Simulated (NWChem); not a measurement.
System: GeH$_{3}$O$_{3}$ cation

Input file for NWChem:

```
start job
memory heap 200 mb stack 700 mb global 900 mb
charge 1
geometry units angstroms noautoz
  O     -1.679917     0.220043     0.000000
  Ge    -0.002573     0.009625     0.000000
  O      0.605486    -1.579860     0.000000
  O      0.844183     1.478272     0.000000
  H     -2.237664    -0.576502     0.000000
  H      1.561785    -1.750233     0.000000
  H      1.814856     1.485925     0.000000
end
basis spherical
  O library def2-tzvpp
  Ge library def2-tzvpp
  H library def2-tzvpp
end
dft
  xc xtpss03 ctpss03
  iterations 150
  semidirect filesize 400000000
  mulliken
end
task dft energy
```

Excerpt of the output:

```
             Northwest Computational Chemistry Package (NWChem) 7.3.0
             --------------------------------------------------------

 CS  symmetry detected

                             Geometry "geometry" -> ""
                             -------------------------

 Output coordinates in angstroms (scale by  1.889725989 to convert to a.u.)

  No.       Tag          Charge          X              Y              Z
 ---- ---------------- ---------- -------------- -------------- --------------
    1 O                    8.0000    -1.66781536     0.20332717     0.00000000
    2 Ge                  32.0000     0.01072265     0.00265632     0.00000000
    3 O                    8.0000     0.62800461    -1.58326969     0.00000000
    4 O                    8.0000     0.84893308     1.47619729     0.00000000
    5 H                    1.0000    -2.22092586    -0.59644431     0.00000000
    6 H                    1.0000     1.58527716    -1.74808473     0.00000000
    7 H                    1.0000     1.81954525     1.48948874     0.00000000

 Effective nuclear repulsion energy (a.u.)     316.9445317607

      Symmetry information
      --------------------

 Group name             Cs
 Group number              2
 Group order               2
 No. of unique centers     7

                                 NWChem DFT Module
                                 -----------------

 Summary of "ao basis" -> "ao basis" (spherical)
 ------------------------------------------------------------------------------
       Tag                 Description            Shells   Functions and Types
 ---------------- ------------------------------  ------  ---------------------
 O                         def2-tzvpp               11       31   5s3p2d1f
 Ge                        def2-tzvpp               16       48   6s5p4d1f
 H                         def2-tzvpp                6       14   3s2p1d

      Symmetry analysis of basis
      --------------------------

        a'        125
        a"         58

            General Information
            -------------------
          SCF calculation type: DFT
          Wavefunction type:  closed shell.
          No. of atoms     :     7
          No. of electrons :    58
           Alpha electrons :    29
            Beta electrons :    29
          Charge           :     1
          Spin multiplicity:     1
          Use of symmetry is: on ; symmetry adaption is: on
          Maximum number of iterations: 150
          AO basis - number of functions:   183
                     number of shells:    67
          Convergence on energy requested:  1.00D-06
          Convergence on density requested:  1.00D-05
          Convergence on gradient requested:  5.00D-04

              XC Information
              --------------
                  TPSS metaGGA Exchange Functional  1.000
             TPSS03 metaGGA Correlation Functional  1.000

             Grid Information
             ----------------
          Grid used for XC integration:  medium
          Radial quadrature: Mura-Knowles
          Angular quadrature: Lebedev.
          Tag              B.-S. Rad. Rad. Pts. Rad. Cut. Ang. Pts.
          ---              ---------- --------- --------- ---------
          O                   0.60       49          11.0       434
          Ge                  1.25      112           9.0       590
          H                   0.35       45          12.0       434
          Grid pruning is: on
          Number of quadrature shells:   394
          Spatial weights used:  Erf1

      Superposition of Atomic Density Guess
      -------------------------------------

 Sum of atomic energies:       -2301.15841169

 Renormalizing density from      59.00 to     58

      Non-variational initial energy
      ------------------------------

 Total energy =   -2278.165222
 1-e energy   =   -3772.312476
 2-e energy   =    1177.202722
 HOMO         =      -0.822088
 LUMO         =      -0.446138

      Symmetry analysis of molecular orbitals - initial
      -------------------------------------------------

  Numbering of irreducible representations:

     1 a'          2 a"

  Orbital symmetries:

     1 a'          2 a'          3 a'          4 a'          5 a"
     6 a'          7 a'          8 a'          9 a'         10 a'
    11 a'         12 a"         13 a'         14 a'         15 a'
    16 a"         17 a"         18 a'         19 a'         20 a'
    21 a'         22 a'         23 a'         24 a'         25 a'
    26 a"         27 a'         28 a"         29 a"         30 a'
    31 a"         32 a'         33 a'         34 a'         35 a'
    36 a'         37 a'         38 a"         39 a'

------------------------------------------------------------
EAF file 0: "./job.aoints.0" size=241696768 bytes
------------------------------------------------------------
               write      read    awrite     aread      wait
               -----      ----    ------     -----      ----
     calls:      461         0         0         0         0
   data(b): 2.42e+08  0.00e+00  0.00e+00  0.00e+00
   time(s): 0.00e+00  0.00e+00  0.00e+00  0.00e+00  0.00e+00
rate(mb/s): 0.00e+00  0.00e+00
------------------------------------------------------------

     ---------------------------------------------
      Total Density - Mulliken Population Analysis
     ---------------------------------------------

    Atom       Charge   Shell Charges
 -----------   ------   -------------------------------------------------------
    1 O    8     8.58   0.80  1.18  0.62  0.93  0.21  2.06  2.12  0.66  0.00  0.01  0.00
    2 Ge  32    30.57   2.00  2.00  1.23  0.74  0.81  0.23  5.99  4.58  1.42  0.93  0.20  9.27  0.71  0.21  0.13  0.11
    3 O    8     8.58   0.80  1.18  0.62  0.93  0.21  2.06  2.12  0.66  0.00  0.01  0.00
    4 O    8     8.58   0.80  1.18  0.62  0.93  0.21  2.06  2.12  0.66  0.00  0.01  0.00
    5 H    1     0.56   0.18  0.27  0.04  0.02  0.05  0.01
    6 H    1     0.56   0.18  0.27  0.04  0.02  0.05  0.01
    7 H    1     0.56   0.18  0.27  0.04  0.02  0.05  0.01

   convergence    iter        energy       DeltaE   RMS-Dens  Diis-err
 ---------------- ----- ----------------- --------- --------- ---------
 d= 0,ls=0.0,diis     1  -2303.9748487870 -2.62D+03  1.00D-02  9.29D+00
 d= 0,ls=0.0,diis     2  -2303.5849147882  3.90D-01  6.66D-03  1.58D+01
 d= 0,ls=0.0,diis     3  -2304.3100345435 -7.25D-01  2.03D-03  4.11D-01
 d= 0,ls=0.0,diis     4  -2304.3300951200 -2.01D-02  1.08D-03  2.00D-01
 d= 0,ls=0.0,diis     5  -2304.3444939033 -1.44D-02  2.87D-04  1.32D-02
  Resetting Diis
 d= 0,ls=0.0,diis     6  -2304.3456896682 -1.20D-03  8.86D-05  1.11D-03
 d= 0,ls=0.0,diis     7  -2304.3457837542 -9.41D-05  5.63D-05  5.52D-05
 d= 0,ls=0.0,diis     8  -2304.3457599722  2.38D-05  3.83D-05  3.05D-04
 d= 0,ls=0.0,diis     9  -2304.3457889387 -2.90D-05  5.75D-06  3.29D-06
 d= 0,ls=0.0,diis    10  -2304.3457892306 -2.92D-07  1.35D-06  3.52D-07

         Total DFT energy =    -2304.345789230585
      One electron energy =    -3823.527540888016
           Coulomb energy =     1307.987185935095
    Exchange-Corr. energy =     -105.749966038373
 Nuclear repulsion energy =      316.944531760710

 Numeric. integr. density =       58.000000038970

                  Occupations of the irreducible representations
                  ----------------------------------------------

                     irrep           alpha         beta
                     --------     --------     --------
                     a'               22.0         22.0
                     a"                7.0          7.0

                       DFT Final Molecular Orbital Analysis
                       ------------------------------------

 Vector   27  Occ=2.000000D+00  E=-5.492516D-01  Symmetry=a'
              MO Center=  6.8D-01, -4.7D-02, -3.1D-15, r^2= 3.2D+00
   Bfn.  Coefficient  Atom+Function         Bfn.  Coefficient  Atom+Function
  ----- ------------  ---------------      ----- ------------  ---------------
   117      0.311904  4 O  py                86      0.300916  3 O  py
   120      0.254045  4 O  py                89      0.245896  3 O  py
    48     -0.146460  2 Ge py               123      0.144110  4 O  py
    92      0.142070  3 O  py                85      0.138659  3 O  px
    88      0.108512  3 O  px               115      0.108792  4 O  s

 Vector   28  Occ=2.000000D+00  E=-5.350438D-01  Symmetry=a"
              MO Center=  7.1D-01, -2.1D-01,  4.2D-15, r^2= 2.9D+00
   Bfn.  Coefficient  Atom+Function         Bfn.  Coefficient  Atom+Function
  ----- ------------  ---------------      ----- ------------  ---------------
    87      0.352798  3 O  pz               118     -0.316131  4 O  pz
    90      0.297139  3 O  pz               121     -0.266675  4 O  pz
    93      0.193301  3 O  pz               124     -0.170172  4 O  pz
    54      0.086482  2 Ge d -1              64     -0.054589  2 Ge d -1
     8     -0.044835  1 O  pz                11     -0.038084  1 O  pz

 Vector   29  Occ=2.000000D+00  E=-5.302310D-01  Symmetry=a"
              MO Center= -8.6D-01,  2.8D-01, -5.8D-16, r^2= 2.5D+00
   Bfn.  Coefficient  Atom+Function         Bfn.  Coefficient  Atom+Function
  ----- ------------  ---------------      ----- ------------  ---------------
     8      0.394402  1 O  pz                11      0.333818  1 O  pz
   118     -0.223067  4 O  pz                14      0.204468  1 O  pz
   121     -0.188594  4 O  pz                87     -0.149619  3 O  pz
    90     -0.125629  3 O  pz               124     -0.114884  4 O  pz
    93     -0.084016  3 O  pz                56     -0.082605  2 Ge d  1

[...]
```

Level: TPSS/def2-TZVPP. Geometry: optimised at PBE0/def2-SVP.
